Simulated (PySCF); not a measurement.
# Electron correlation in Ca (calcium, neutral)

[Ar] 3d1 4s1, high-spin 3D determinant (an excited configuration). Calculation: PySCF 2.14, in aug-cc-pVQZ-X2C; the spin-free X2C one-electron Hamiltonian (Gaussian nucleus). Frozen: [Ar]; 2 electrons correlated.

Total MP2 correlation energy: -4.26 mhartree.

Same-spin part -4.26 and opposite-spin part 0.00 mhartree; SCS-MP2 scales them by 1/3 and 6/5 to -1.42 mhartree.
